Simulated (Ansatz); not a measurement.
Consider the silylene formation by 1,1-elimination: `C[SiH](F)F` → `C[Si]F` + H–F.

Computed with Ansatz on PBE0-D4/def2-TZVP structures; ΔE is electronic, products minus reactants. CCSD(T)/CBS is the MP2 limit (def2-TZVPP, def2-QZVPP) plus CCSD(T) − MP2 in def2-TZVPP, frozen cores. This one scheme is used for every species. DFT in def2-TZVPP. HSE06 is defined as in plane-wave codes.

`C[SiH](F)F`:

```xyz
8

C    -0.140    0.389    0.898
Si    0.166   -0.313   -0.775
F    -0.972    0.167   -1.778
F     0.088   -1.900   -0.717
H    -1.118    0.079    1.274
H    -0.114    1.481    0.867
H     0.622    0.048    1.602
H     1.468    0.049   -1.371
```

`C[Si]F`:

```xyz
6

C    -0.182    0.294    0.428
Si    0.173   -1.384   -0.357
F     0.747   -0.860   -1.779
H    -0.602    0.210    1.433
H     0.744    0.881    0.478
H    -0.879    0.859   -0.203
```

H–F:

Cartesian coordinates in Å:
```
F -0.128 0.168 0.409
H 0.128 -0.168 -0.409
```

Question: Is it downhill or uphill in electronic energy at CCSD(T)/CBS, and by how much? (Estimate.)

Answer: Ansatz gave: Uphill: ΔE = +352.7 kJ/mol.

Question: What do these levels give: HSE06-D4, CAM-B3LYP-D4, ωB97M-V, PBE-QIDH, PBE, BLYP, r2SCAN0, CCSD/def2-SVP, CCSD(T)/def2-SVP, HF/def2-TZVPP, MP2/def2-TZVPP, SCS-MP2/def2-TZVPP? (An estimate is asked.)

Answer: Computed: HSE06-D4 353.8, CAM-B3LYP-D4 362.1, ωB97M-V 348.5, PBE-QIDH 369.2, PBE 333.4, BLYP 323.5, r2SCAN0 377.3, CCSD/def2-SVP 336.6, CCSD(T)/def2-SVP 335.6, HF/def2-TZVPP 370.5, MP2/def2-TZVPP 365.7, SCS-MP2/def2-TZVPP 361.4 kJ/mol.

Largest T1 diagnostic among the species: 0.014.

In def2-TZVPP, CCSD(T) changes the Hartree–Fock value by −20.0 kJ/mol (the triples alone add −1.8 kJ/mol) and MP2 by −4.8 kJ/mol. From BLYP to BHLYP (50 % exact exchange), in def2-TZVPP and without D4, ΔE moves by +42.3 kJ/mol. Leaving LDA and LC-ωPBE aside and taking each functional with its dispersion term where it has one, the values, not all of them listed here, spread over 47.9 kJ/mol, from revPBE-D4 to r2SCAN0-D4. LDA lies +29.3 kJ/mol from PBE without D4.
